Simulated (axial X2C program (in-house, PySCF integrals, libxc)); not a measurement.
YI: bond constants with and without spin–orbit coupling

Computed with an in-house all-electron X2C program for linear molecules (integrals from PySCF). Spin-free means the one-electron spin-free X2C Hamiltonian; two-component (2c) means X2C with spin–orbit coupling and atomic mean-field two-electron Coulomb and Gaunt terms, so the difference of the two also holds small scalar two-electron terms. Basis: I dyall-cv3z [11s12p8d4f1g], Y dyall-cv3z [11s12p9d6f3g] (cores contracted in-house); Gaussian nuclei, density fitting, unrestricted open shells. Masses: I 126.904 u, Y 88.906 u.

State, spin-free: M_S = 0, Λ = 0 (closed shell); electrons by block: σα: 20, σβ: 20, π+α: 10, π+β: 10, π-α: 10, π-β: 10, δ+α: 3, δ+β: 3, δ-α: 3, δ-β: 3. Fragments: I + Y.

State, 2c: Ω = 0 (closed shell); electrons by block: 1/2: 30, -1/2: 30, 3/2: 13, -3/2: 13, 5/2: 3, -5/2: 3. Fragments: I + Y.

```csv
Hamiltonian,level,Re (Å),ωe (cm⁻¹),αe (cm⁻¹),De (eV),μ (D)
spin-free,PBE0,2.760,215.5,0.000115,3.93,2.59
spin-free,HF,2.861,199.7,0.000106,3.06,3.16
spin-free,MP2,2.823,208.4,0.000105,4.10,n/a
spin-free,CCSD,2.836,206.8,0.000103,3.97,n/a
spin-free,CCSD(T),2.832,207.8,0.000103,4.06,n/a
spin-free,BP86,2.766,210.8,0.000119,3.96,2.33
2c,PBE0,2.762,214.6,0.000115,n/a,2.55
2c,HF,2.862,199.1,0.000106,n/a,3.14
2c,MP2,2.824,207.9,0.000105,n/a,n/a
2c,CCSD,2.838,206.2,0.000103,n/a,n/a
2c,CCSD(T),2.833,207.2,0.000103,n/a,n/a
2c,BP86,2.768,209.6,0.00012,n/a,2.29
```

Correlated methods: 10 electrons correlated (number of frozen shells: I 4 s, 3 p, 2 d; Y 4 s, 3 p, 1 d), 358 virtual spin orbitals or spinors in MP2, 90 natural virtuals in coupled cluster.

Dipoles are positive if Y is the positive end.

One determinant describes the state; a PBE0 search over occupations chose it and may have missed a lower one. The closed shell is kept restricted, so the energy runs too high when the bond is stretched far. De is counted from the lowest determinant-based energies of the atoms at the same level, without counterpoise correction. De is not given where an atomic determinant may have missed its ground term or J level, or where the truncated virtual space spoils (T). CCSD and (T) use frozen natural virtuals with an MP2 correction for the truncation; (T) itself is uncorrected, so its De runs slightly low. PBE0 can misorder states that lie within some tenths of an eV, so this need not be the ground state of the molecule. The nearest other spin-free determinant of the search, M_S = 1, Λ = 2, lies 0.40 eV up at the distance of the search. The functionals have no current-density term, which raises determinants with orbital currents, atoms included. The outer-core s and p shells of the metal are frozen in the correlated rows, which leaves out core–valence correlation; for alkali and alkaline-earth bonds that tends to lengthen them. With the outer-core shells frozen, correlated bond lengths of heavy atoms tend to come out a few hundredths of an ångström too long.

Rough cost a point (2c) on 1 thread(s) of a shared host, integrals apart: PBE0 1.1 s, HF 1 s, CCSD(T) 5 s, BP86 0.5 s.

The whole task took 3.9 min on 1 thread of Arm Neoverse V1, with other jobs on the host.
